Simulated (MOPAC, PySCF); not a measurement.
C10H9ClSi, SMILES `Clc1ccc2cc([SiH3])ccc2c1`, neutral singlet in the gas phase. 

Z-matrix (Å, degrees):
```
C
C 1 1.4178
C 2 1.3824 1 121.80
H 2 1.0944 3 120.35 1 -179.99
C 1 1.4181 2 122.14 4 -0.01
C 5 1.3734 1 121.16 2 -180.00
H 6 1.0910 5 121.33 1 180.00
H 5 1.0930 6 119.89 7 0.00
C 6 1.4142 7 119.26 5 180.00
C 9 1.3750 6 121.38 7 -180.00
H 10 1.0915 9 120.15 6 180.00
C 10 1.4163 11 119.95 9 -180.00
C 12 1.4192 10 122.01 11 0.00
C 13 1.3731 12 120.75 10 180.00
H 13 1.0931 14 120.39 3 -179.99
H 14 1.0941 13 118.97 15 -0.02
Cl 9 1.7313 10 120.04 11 0.00
Si 3 1.8773 2 120.92 4 -0.01
H 18 1.4940 3 109.09 2 0.16
H 18 1.4960 19 109.28 4 -121.37
H 18 1.4961 19 109.27 20 -117.52
```
Charge 0, spin multiplicity 1.

All levels are single points at this geometry (PBE0-D4/def2-SVP); Pople sets use spherical d functions. Orbital energies aren't observables, and empty levels follow the basis.

```tsv
level	HOMO (eV)	LUMO (eV)	gap (eV)	dipole (D)	vertical IE, Delta-SCF (eV)
PBE-D3(BJ)/def2-TZVP in PySCF	-5.74	-2.42	3.31	0.55	7.94
PBE0-D4/def2-TZVP in PySCF	-6.61	-1.63	4.98	0.73	8.14
B3LYP/3-21G in PySCF	-6.28	-1.43	4.85	1.25	–
B3LYP/6-31G* in PySCF	-6.15	-1.42	4.73	0.90	7.86
B3LYP/LANL2DZ in PySCF	-6.33	-1.55	4.77	1.40	–
BP86/6-31G* in PySCF	-5.57	-2.19	3.38	0.76	–
PBE/6-31G* in PySCF	-5.49	-2.10	3.38	0.75	7.76
SVWN5/6-31G* in PySCF	-5.65	-2.29	3.36	0.80	7.95
HF/3-21G in PySCF	-8.32	2.01	10.33	1.57	–
HF/6-31G* in PySCF	-8.11	2.11	10.22	1.19	–
HF/STO-3G in PySCF	-6.42	5.14	11.56	2.89	–
AM1 in MOPAC	-8.88	-0.60	8.28	1.43	–
PM6 in MOPAC	-9.06	-0.87	8.19	1.62	–
```
